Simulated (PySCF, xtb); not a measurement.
chloro(chlorosilyloxy)silane (Cl₂H₄OSi₂), SMILES Cl[SiH2]O[SiH2]Cl.

GFN2-xTB in xtb at its own geometry gives an orbital gap of 5.84 eV and a dipole moment of 1.19 D.

The structure is a stationary point at B3LYP-D3(BJ)/def2-SVP. Other conformers were not sampled.

Task: What does HF/def2-TZVP (PySCF) give? (The exact figures need the calculation; the answer reports its results.)

Result: gap 15.42 eV (levels -12.28 and 3.13 eV), dipole 1.67 D.
